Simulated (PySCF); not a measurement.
Compound: C6H6P2.
Z-matrix (Å and degrees, GFN2-xTB geometry), rows numbered from 1:
```
P 
P   1  2.0325
C   2  1.8283  1  104.55
C   3  1.3922  2  122.30  1    54.65
C   4  1.3819  3  120.20  2   178.32
C   5  1.3855  4  120.16  3     0.08
C   6  1.3852  5  119.92  4    -0.69
C   7  1.3819  6  120.11  5    -0.06
H   1  1.4044  2   99.03  3     0.57
H   4  1.0828  3  119.72  2    -1.29
H   5  1.0803  4  119.71  3  -179.80
H   6  1.0796  5  120.02  4   179.74
H   7  1.0800  6  120.11  5  -179.63
H   8  1.0811  3  119.39  2     1.63
```

Method used: PySCF 2.14.0, density-fitted response routines, TDDFT CAM-B3LYP/def2-SVPD, vertical, gas phase, core orbitals frozen in the response.

Frontier orbitals with the atoms that hold most of them (Löwdin shares over 4%, at most four atoms; ? is withheld):

| orbital | ε (eV) | atoms |
| --- | --- | --- |
| HOMO-3 | -9.25 | P1 31%, P2 28%, C3 13%, H9 10% |
| HOMO-2 | -8.90 | C5 16%, C8 16%, C4 15%, C7 14% |
| HOMO-1 | -8.79 | ? |
| HOMO | ? | P1 28%, P2 22%, C3 13%, C6 11% |
| LUMO | -1.65 | ? |
| LUMO+1 | 0.38 | C4 18%, C7 18%, C3 15%, C6 13% |
| LUMO+2 | 0.56 | C5 20%, C8 20%, C3 13%, C6 12% |

Give the leading atoms of the LUMO.

P1 (bonded to P and H) 41%; P2 (bonded to C and P) 39%; C3 (bonded to 2 C and P) 6%; H9 (bonded to P) 5%. By element: phosphorus 80%, carbon 6% or more, hydrogen 5% or more.

Give the leading atoms of the HOMO-1.

P1 (bonded to P and H) 35%; P2 (bonded to C and P) 33%; C3 (bonded to 2 C and P) 7%; C4 (bonded to 2 C and H) 6%. By element: phosphorus 69%, carbon 13% or more.

What is the HOMO energy, and the HOMO–LUMO gap?

ε(HOMO) = -8.08 eV; the gap is 6.43 eV (0.2365 hartree).

The HOMO–LUMO gap is 6.43 eV. Where does the response calculation put the lowest singlet, and from which orbitals?

S1 is at 3.31 eV (f = 0.027), 3.13 eV below the gap, made of HOMO→LUMO (64%), HOMO-1→LUMO (23%), HOMO-4→LUMO (8%). Without the coupling terms of the response equations the lowest excitation would equal the gap.

Next come S2 at 3.97 eV (f 0.0097), HOMO-3→LUMO (75%), HOMO-2→LUMO (23%); S3 at 4.29 eV (f 0.145), HOMO-1→LUMO (55%), HOMO→LUMO (31%); S4 at 4.77 eV (f 0.0050), HOMO-2→LUMO (59%), HOMO-3→LUMO (20%), HOMO-1→LUMO (10%); S5 at 5.36 eV (f 0.028), HOMO-4→LUMO (79%).

Hardware: Arm Neoverse V2, one thread, shared host. Cost: 42 s wall (with the writing of density and orbital grids), 1.0 GiB resident at most.

One conformer stands for the species.
